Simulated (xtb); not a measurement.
xtb input (GFN2-xTB):

```bash
xtb mol.xyz --gfn 2 --ohess tight --chrg -1 --uhf 0
```
mol.xyz:
```
5

B      0.28871130     0.24101911     0.08934137
O      1.46162118    -0.37033825     0.70121909
O     -1.04366251    -0.35629902     0.20932455
H      0.44214712     1.32506973    -0.39994326
H     -1.09554698    -0.84483238    -0.66523890
```

Output:

```
           -------------------------------------------------
          |                Calculation Setup                |
           -------------------------------------------------

           -------------------------------------------------
          |                 G F N 2 - x T B                 |
           -------------------------------------------------

        Reference                      10.1021/acs.jctc.8b01176
      * Hamiltonian:
        H0-scaling (s, p, d)           1.850000    2.230000    2.230000
        zeta-weighting                 0.500000
      * Dispersion:
        s8                             2.700000
        a1                             0.520000
        a2                             5.000000
        s9                             5.000000
      * Repulsion:
        kExp                           1.500000    1.000000
        rExp                           1.000000
      * Coulomb:
        alpha                          2.000000
        third order                    shell-resolved
        anisotropic                    true
        a3                             3.000000
        a5                             4.000000
        cn-shift                       1.200000
        cn-exp                         4.000000
        max-rad                        5.000000

          ...................................................
          :                      SETUP                      :
          :.................................................:
          :  # basis functions                  14          :
          :  # atomic orbitals                  14          :
          :  # shells                            8          :
          :  # electrons                        18          :
          :  max. iterations                   250          :
          :  Hamiltonian                  GFN2-xTB          :
          :  restarted?                      false          :
          :  GBSA solvation                  false          :
          :  PC potential                    false          :
          :  electronic temp.          300.0000000     K    :
          :  accuracy                    1.0000000          :
          :  -> integral cutoff          0.2500000E+02      :
          :  -> integral neglect         0.1000000E-07      :
          :  -> SCF convergence          0.1000000E-05 Eh   :
          :  -> wf. convergence          0.1000000E-03 e    :
          :  Broyden damping             0.4000000          :
          :  net charge                         -1          :
          :  unpaired electrons                  0          :
          ...................................................

 iter      E             dE          RMSdq      gap      omega  full diag
   1    -10.2601143 -0.102601E+02  0.112E+01    8.90       0.0  T
   2    -10.5108891 -0.250775E+00  0.807E+00    3.01       1.0  T
   3    -10.5984411 -0.875520E-01  0.468E+00    5.52       1.0  T
   4    -10.6147478 -0.163066E-01  0.182E+00    4.02       1.0  T
   5    -10.6314311 -0.166833E-01  0.101E+00    4.99       1.0  T
   6    -10.6356574 -0.422634E-02  0.192E-01    4.61       1.0  T
[...]
molecular quadrupole (traceless):
                xx          xy          yy          xz          yz          zz
 q only:       -2.422      -0.998       0.662      -3.345       2.151       1.760
  q+dip:       -3.267      -1.420       1.114      -3.783       1.922       2.153
   full:       -3.090      -1.398       0.832      -4.043       2.511       2.258

           -------------------------------------------------
          |                Geometry Summary                 |
           -------------------------------------------------

      molecular mass/u    :       44.8257194
   center of mass at/Å    :        0.3211394      -0.2886757       0.3417645
  moments of inertia/u·Å² :        0.6268903E+01   0.5107432E+02   0.5734322E+02
rotational constants/cm⁻¹ :        0.2689088E+01   0.3300609E+00   0.2939778E+00

 * 3 selected distances

     #   Z          #   Z                                           value/Å
     1   5 B        2   8 O                                       1.2580014
     1   5 B        3   8 O                                       1.4688656 (max)
     3   8 O        5   1 H                                       0.9557338 (min)

 * 2 distinct bonds (by element types)

   Z      Z             #   av. dist./Å        max./Å        min./Å
   1 H    8 O           1     0.9557338     0.9557338     0.9557338
   5 B    8 O           2     1.3634335     1.4688656     1.2580014

           -------------------------------------------------
          |               Frequency Printout                |
           -------------------------------------------------
 projected vibrational frequencies (cm⁻¹)
eigval :       -0.00    -0.00    -0.00     0.00     0.00     0.00
eigval :      324.26   465.22   727.24   764.96   981.54  1117.27
eigval :     1524.71  1614.35  3653.26
 reduced masses (amu)
   1: 13.10   2: 14.56   3: 13.56   4: 11.73   5: 12.80   6: 12.59   7:  2.50   8: 13.73
   9: 12.27  10:  6.23  11:  3.12  12:  2.32  13:  2.02  14: 12.05  15:  1.89
 IR intensities (km·mol⁻¹)
   1: 16.86   2:  8.37   3: 23.52   4: 16.00   5: 18.15   6:  2.89   7: 86.92   8: 16.86
   9:334.64  10:283.32  11:181.25  12:208.41  13:946.34  14:468.71  15: 22.94
 Raman intensities (Ä⁴*amu⁻¹)
   1:  0.00   2:  0.00   3:  0.00   4:  0.00   5:  0.00   6:  0.00   7:  0.00   8:  0.00
   9:  0.00  10:  0.00  11:  0.00  12:  0.00  13:  0.00  14:  0.00  15:  0.00
 output can be read by thermo (or use thermo option).
 writing <g98.out> molden fake output.
 recommended (thermochemical) frequency scaling factor: 1.0
           -------------------------------------------------
          |             Thermodynamic Functions             |
           -------------------------------------------------

cs  symmetry found (for desy threshold:  0.10E+00) used in thermo

          ...................................................
          :                      SETUP                      :
          :.................................................:
          :  # frequencies                           9      :
          :  # imaginary freq.                       0      :
          :  linear?                             false      :
          :  only rotor calc.                    false      :
Note: The following floating-point exceptions are signalling: IEEE_DENORMAL
normal termination of xtb
          :  symmetry                               cs      :
          :  rotational number                       1      :
          :  scaling factor                  1.0000000      :
          :  rotor cutoff                   50.0000000 cm⁻¹ :
          :  imag. cutoff                  -20.0000000 cm⁻¹ :
          :.................................................:

    mode    ω/cm⁻¹     T·S(HO)/kcal·mol⁻¹    T·S(FR)/kcal·mol⁻¹   T·S(vib)
   ------------------------------------------------------------------------
   ------------------------------------------------------------------------

   temp. (K)  partition function   enthalpy   heat capacity  entropy
                                   cal/mol     cal/K/mol   cal/K/mol   J/K/mol
 298.15  VIB   1.52                  566.955      5.224      2.730
         ROT  0.104E+05              888.752      2.981     21.353
         INT  0.157E+05             1455.707      8.205     24.083
         TR   0.290E+27             1481.254      4.968     37.309
         TOT                        2936.9614    13.1732    61.3920   256.8641

       T/K    H(0)-H(T)+PV         H(T)/Eh          T*S/Eh         G(T)/Eh
   ------------------------------------------------------------------------
    298.15    0.468035E-02    0.301339E-01    0.291693E-01    0.964572E-03
   ------------------------------------------------------------------------

         :::::::::::::::::::::::::::::::::::::::::::::::::::::
         ::                  THERMODYNAMIC                  ::
         :::::::::::::::::::::::::::::::::::::::::::::::::::::
         :: total free energy         -10.641629351251 Eh   ::
         ::.................................................::
         :: total energy              -10.642593923700 Eh   ::
         :: zero point energy           0.025453542580 Eh   ::
         :: G(RRHO) w/o ZPVE           -0.024488970131 Eh   ::
         :: G(RRHO) contrib.            0.000964572449 Eh   ::
         :::::::::::::::::::::::::::::::::::::::::::::::::::::

optimized geometry written to: xtbopt.xyz

           -------------------------------------------------
          | TOTAL ENERGY              -10.642593923700 Eh   |
          | TOTAL ENTHALPY            -10.612460035268 Eh   |
          | TOTAL FREE ENERGY         -10.641629351251 Eh   |
          | GRADIENT NORM               0.000378973975 Eh/α |
          | HOMO-LUMO GAP               6.921395186806 eV   |
           -------------------------------------------------

------------------------------------------------------------------------
------------------------------------------------------------------------
 total:
 SCF:
 ANC optimizer:
 analytical hessian:
```

It need not be the lowest isomer of its formula. Whether it binds its extra electron was not tested at this geometry.
